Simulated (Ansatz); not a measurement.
`[NH2][Al]1[CH2]S[SiH]1Cl`, 11 atoms. Charge 0, multiplicity 1. All runs use 4 threads of an Intel Xeon 6975P-C on a shared host. Correlated methods freeze the cores.

Give the basis size and wall time and peak host memory of each of these runs in Ansatz. direct RPA on PBE orbitals/def2-TZVPP energy; RKS ωB97M-V/def2-QZVPP energy; RHF-CCSD(T)/def2-TZVPP energy; RKS revPBE-D4/def2-TZVPP energy; RKS PBE0-D4/def2-SVP energy; RKS PBE0-D4/def2-QZVPP energy; RKS B2PLYP (frozen core)/def2-TZVPP energy; RKS ωB97X-V/def2-TZVPP energy; RKS PBE0-D4/def2-TZVPP energy; RKS PBE0-D4/def2-TZVP relaxation (13 steps); RKS PBE0-D4/def2-TZVP frequencies; RHF-MP2/def2-QZVPP energy. (An estimate is asked.)

Ansatz gave: Other jobs shared the machine, so times are rough.

```tsv
level	job	functions	wall time	peak host memory (GiB)
RKS PBE0-D4/def2-SVP	energy	125	0.95 s	0.31
RKS revPBE-D4/def2-TZVPP	energy	300	2.1 s	0.52
RKS PBE0-D4/def2-TZVPP	energy	300	3.4 s	1.1
direct RPA on PBE orbitals/def2-TZVPP	energy	300	4.6 s	0.82
RKS B2PLYP (frozen core)/def2-TZVPP	energy	300	5.5 s	0.94
RKS ωB97X-V/def2-TZVPP	energy	300	7.5 s	1.3
RKS PBE0-D4/def2-QZVPP	energy	544	9.5 s	2.9
RKS ωB97M-V/def2-QZVPP	energy	544	18 s	3.1
RHF-MP2/def2-QZVPP	energy	544	20 s	3.9
RKS PBE0-D4/def2-TZVP	relaxation (13 steps)	240	50 s	0.86
RKS PBE0-D4/def2-TZVP	frequencies	240	2.6 min	0.9
RHF-CCSD(T)/def2-TZVPP	energy	300	2.9 min	3.9
```
